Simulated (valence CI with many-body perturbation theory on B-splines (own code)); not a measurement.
# E1 transitions of Hf LXVIII

Calculated by relativistic CI+MBPT: three valence electrons over a frozen Dirac-Fock core [He], radial functions for each j: 11 s, 11 p, 9 d, 7 f, 5 g, 2 h, 1 i, with the one-electron correlation potential Σ1, the two-electron term Σ2, the three-electron term Σ3, Breit, model QED; selected CI, second order for the rest (own B-spline code, finite nucleus).

The last digits are not significant, and no measured levels were compared; by estimate large intervals hold to a few tenths of a per cent, small ones and those within an open d or f shell to about a per cent.

Lines 1 to 50 of 285 in falling wavelength, among levels below 12380 eV, chosen from the strongest by gf and those to the six lowest levels. Wavelengths and rates use the calculated energies. Electric multipoles are in the length gauge, E1 and E2 with the static RPA response of the core. Weak lines are less certain than strong ones. Lines between different terms over intervals too small for the method are left out, as are lines whose strength nearly cancels. The highest levels of a list are the least certain.

Levels are named by their leading jj configuration (3d3/2^4 stands for four electrons in 3d with j = 3/2), which in mixed levels can hold well under half, so a name can repeat and another be missing. Letters in brackets count levels of one name in rising energy.

| λ vac (Å) | Upper | Lower | A (s⁻¹) | S (a.u.) with core polarisation | S without |
| --- | --- | --- | --- | --- | --- |
| 80.46 | (2p1/2 2p3/2 3d5/2) J=9/2 | (2p1/2 2p3/2 3p3/2) J=7/2 | 3.64e+10 | 9.36e-02 | 9.36e-02 |
| 80.42 | (2p1/2 2p3/2 3d5/2) J=7/2 [b] | (2p1/2 2p3/2 3p3/2) J=5/2 [b] | 2.96e+10 | 6.08e-02 | 6.08e-02 |
| 80.15 | (2s 2p3/2 3d5/2) J=9/2 | (2s 2p3/2 3p3/2) J=7/2 | 3.23e+10 | 8.21e-02 | 8.21e-02 |
| 80.00 | (2s 2p1/2 3d5/2) J=7/2 | (2s 2p1/2 3p3/2) J=5/2 | 3.46e+10 | 6.99e-02 | 6.99e-02 |
| 79.41 | (2s 2p3/2 3d5/2) J=7/2 [a] | (2s 2p3/2 3p3/2) J=5/2 [a] | 2.58e+10 | 5.11e-02 | 5.11e-02 |
| 79.26 | (2s 2p3/2 3d5/2) J=7/2 [b] | (2s 2p3/2 3p3/2) J=5/2 [b] | 2.49e+10 | 4.89e-02 | 4.89e-02 |
| 78.99 | (2p1/2^2 3d5/2) J=5/2 | (2p1/2^2 3p3/2) J=3/2 | 3.80e+10 | 5.55e-02 | 5.55e-02 |
| 78.03 | (2s^2 3d5/2) J=5/2 | (2s^2 3p3/2) J=3/2 | 2.81e+10 | 3.96e-02 | 3.96e-02 |
| 77.95 | (2s 2p1/2 3d5/2) J=5/2 [a] | (2s 2p1/2 3p3/2) J=3/2 [a] | 3.46e+10 | 4.85e-02 | 4.85e-02 |
| 75.76 | (2p1/2 2p3/2 3d5/2) J=5/2 [a] | (2p1/2 2p3/2 3p3/2) J=3/2 [a] | 2.80e+10 | 3.60e-02 | 3.60e-02 |
| 75.45 | (2s 2p1/2 3d5/2) J=5/2 [b] | (2s 2p1/2 3p3/2) J=3/2 [b] | 3.34e+10 | 4.25e-02 | 4.25e-02 |
| 68.15 | (2s 2p1/2 2p3/2) J=3/2 [a] | (2s^2 2p3/2) J=3/2 | 1.04e+09 | 6.47e-04 | 6.48e-04 |
| 55.86 | (2s 2p1/2 2p3/2) J=5/2 | (2s^2 2p3/2) J=3/2 | 8.15e+09 | 4.21e-03 | 4.22e-03 |
| 47.93 | (2s 2p1/2^2) J=1/2 | (2s^2 2p1/2) J=1/2 | 2.31e+10 | 2.51e-03 | 2.51e-03 |
| 45.76 | (2p1/2^2 2p3/2) J=3/2 | (2s 2p1/2 2p3/2) J=1/2 | 1.36e+10 | 2.57e-03 | 2.57e-03 |
| 42.46 | (2s 2p1/2 2p3/2) J=1/2 | (2s^2 2p3/2) J=3/2 | 1.75e+10 | 1.32e-03 | 1.32e-03 |
| 42.17 | (2s 2p1/2 2p3/2) J=3/2 [b] | (2s^2 2p3/2) J=3/2 | 1.26e+10 | 1.87e-03 | 1.88e-03 |
| 36.37 | (2p1/2^2 2p3/2) J=3/2 | (2s 2p1/2 2p3/2) J=5/2 | 7.39e+10 | 7.01e-03 | 7.02e-03 |
| 32.54 | (2p1/2^2 2p3/2) J=3/2 | (2s 2p1/2 2p3/2) J=3/2 [a] | 2.03e+10 | 1.38e-03 | 1.38e-03 |
| 30.17 | (2p1/2 2p3/2 3d3/2) J=5/2 [b] | (2p1/2 2p3/2 3p1/2) J=3/2 [b] | 3.01e+11 | 2.45e-02 | 2.45e-02 |
| 29.86 | (2s 2p1/2 3d3/2) J=3/2 [b] | (2s 2p1/2 3p1/2) J=1/2 [b] | 2.96e+11 | 1.55e-02 | 1.55e-02 |
| 29.76 | (2p1/2 2p3/2 3d3/2) J=3/2 [b] | (2p1/2 2p3/2 3p1/2) J=3/2 [b] | 3.46e+11 | 1.80e-02 | 1.80e-02 |
| 28.91 | (2s 2p3/2 3d3/2) J=5/2 [a] | (2s 2p3/2 3p1/2) J=5/2 | 3.16e+11 | 2.26e-02 | 2.26e-02 |
| 28.79 | (2s 2p3/2 3d3/2) J=5/2 [a] | (2s 2p3/2 3p1/2) J=3/2 [a] | 2.72e+11 | 1.92e-02 | 1.92e-02 |
| 28.52 | (2p1/2 2p3/2 3p3/2) J=3/2 [a] | (2p1/2 2p3/2 3s) J=3/2 [b] | 3.01e+11 | 1.38e-02 | 1.38e-02 |
| 28.48 | (2s 2p3/2 3d3/2) J=5/2 [b] | (2s 2p3/2 3p1/2) J=3/2 [b] | 6.01e+11 | 4.11e-02 | 4.11e-02 |
| 28.40 | (2s 2p3/2 3d3/2) J=3/2 [a] | (2s 2p3/2 3p1/2) J=3/2 [a] | 4.94e+11 | 2.23e-02 | 2.23e-02 |
| 28.38 | (2p1/2 2p3/2 3d3/2) J=5/2 [a] | (2p1/2 2p3/2 3p1/2) J=3/2 [a] | 4.76e+11 | 3.22e-02 | 3.22e-02 |
| 28.37 | (2s 2p3/2 3d3/2) J=7/2 | (2s 2p3/2 3p1/2) J=5/2 | 5.78e+11 | 5.21e-02 | 5.21e-02 |
| 28.28 | (2s 2p1/2 3d3/2) J=3/2 [a] | (2s 2p1/2 3p1/2) J=1/2 [a] | 5.75e+11 | 2.57e-02 | 2.57e-02 |
| 28.27 | (2s^2 3d3/2) J=3/2 | (2s^2 3p1/2) J=1/2 | 5.91e+11 | 2.64e-02 | 2.64e-02 |
| 28.24 | (2p1/2^2 3d3/2) J=3/2 | (2p1/2^2 3p1/2) J=1/2 | 5.85e+11 | 2.60e-02 | 2.60e-02 |
| 28.21 | (2s 2p3/2 3p3/2) J=3/2 [a] | (2s 2p3/2 3s) J=3/2 [a] | 7.31e+11 | 3.24e-02 | 3.24e-02 |
| 28.19 | (2p1/2 2p3/2 3d3/2) J=7/2 | (2p1/2 2p3/2 3p1/2) J=5/2 | 5.93e+11 | 5.25e-02 | 5.25e-02 |
| 28.12 | (2s 2p1/2 3d3/2) J=5/2 | (2s 2p1/2 3p1/2) J=3/2 | 5.84e+11 | 3.85e-02 | 3.85e-02 |
| 28.09 | (2s 2p3/2 3d3/2) J=1/2 [a] | (2s 2p3/2 3p1/2) J=3/2 [a] | 6.64e+11 | 1.45e-02 | 1.45e-02 |
| 28.06 | (2p1/2 2p3/2 3d3/2) J=3/2 [a] | (2p1/2 2p3/2 3p1/2) J=1/2 | 3.40e+11 | 1.48e-02 | 1.48e-02 |
| 27.95 | (2s 2p1/2 3p3/2) J=3/2 [b] | (2s 2p1/2 3s) J=1/2 [b] | 5.07e+11 | 2.19e-02 | 2.19e-02 |
| 27.91 | (2p1/2 2p3/2 3p3/2) J=5/2 [a] | (2p1/2 2p3/2 3s) J=3/2 [a] | 5.47e+11 | 3.52e-02 | 3.52e-02 |
| 27.64 | (2s 2p3/2 3p3/2) J=5/2 [b] | (2s 2p3/2 3s) J=3/2 [b] | 9.36e+11 | 5.85e-02 | 5.85e-02 |
| 27.63 | (2s 2p1/2 3p3/2) J=1/2 | (2s 2p1/2 3s) J=1/2 [b] | 8.43e+11 | 1.75e-02 | 1.76e-02 |
| 27.52 | (2p1/2 2p3/2 3p3/2) J=7/2 | (2p1/2 2p3/2 3s) J=5/2 | 8.23e+11 | 6.77e-02 | 6.77e-02 |
| 27.47 | (2s 2p3/2 3d5/2) J=5/2 [b] | (2p1/2 2p3/2 3s) J=3/2 [a] | 3.96e+11 | 2.43e-02 | 2.43e-02 |
| 27.30 | (2s 2p3/2 3p3/2) J=7/2 | (2s 2p3/2 3s) J=5/2 | 1.01e+12 | 8.12e-02 | 8.12e-02 |
| 27.18 | (2p1/2 2p3/2 3d3/2) J=5/2 [b] | (2p1/2 2p3/2 3p1/2) J=5/2 | 2.46e+11 | 1.46e-02 | 1.46e-02 |
| 27.12 | (2p1/2 2p3/2 3p3/2) J=3/2 [b] | (2p1/2 2p3/2 3s) J=3/2 [b] | 4.09e+11 | 1.61e-02 | 1.61e-02 |
| 27.05 | (2s 2p3/2 3p3/2) J=5/2 [a] | (2s 2p3/2 3s) J=3/2 [a] | 4.67e+11 | 2.74e-02 | 2.74e-02 |
| 26.75 | (2s 2p3/2 3p3/2) J=1/2 [a] | (2s 2p3/2 3s) J=3/2 [a] | 9.61e+11 | 1.82e-02 | 1.82e-02 |
| 26.63 | (2s 2p1/2 3p3/2) J=3/2 [a] | (2s 2p1/2 3s) J=1/2 [a] | 1.02e+12 | 3.78e-02 | 3.79e-02 |
| 26.63 | (2p1/2^2 3p3/2) J=3/2 | (2p1/2^2 3s) J=1/2 | 9.65e+11 | 3.60e-02 | 3.60e-02 |
